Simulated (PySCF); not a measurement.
Ba³⁸⁺ (barium, charge +38) across methods

[Ar], closed-shell 1S. Computed with PySCF 2.14 in an uncontracted even-tempered set (18 s from 6.9 bohr⁻², ratio 2.5; 12 p from 9 bohr⁻², ratio 2.5; 5 d from 40 bohr⁻², ratio 2.7; 4 f from 60 bohr⁻², ratio 2.7), with the spin-free X2C one-electron Hamiltonian (Gaussian nucleus).

| method | E (hartree) | mean ε 2p (eV) | mean ε 3s (eV) | mean ε 3p (eV) | Σ⟨r²⟩ (bohr²) | ⟨S²⟩ |
| --- | --- | --- | --- | --- | --- | --- |
| LDA | -6953.25 | -7371.3 | -2985.7 | -2803.6 | 0.7330 | 0.000 |
| PBE0 | -6960.16 | -7407.6 | -3005.4 | -2816.1 | 0.7325 | 0.000 |
| PBEsol | -6957.02 | -7371.9 | -2987.5 | -2804.2 | 0.7325 | 0.000 |
| PBE | -6960.18 | -7373.8 | -2988.9 | -2805.0 | 0.7324 | 0.000 |
| MN15 | -6967.19 | -7373.7 | -2983.0 | -2813.2 | 0.7299 | 0.000 |
| UHF | -6959.22649 | -7507.4 | -3052.8 | -2847.2 | 0.7331 | 0.000 |
| r2SCAN | -6960.44 | -7390.8 | -2997.4 | -2808.9 | 0.7327 | 0.000 |

Spin-orbit coupling, which splits the p, d and f shells strongly at this Z, is absent.
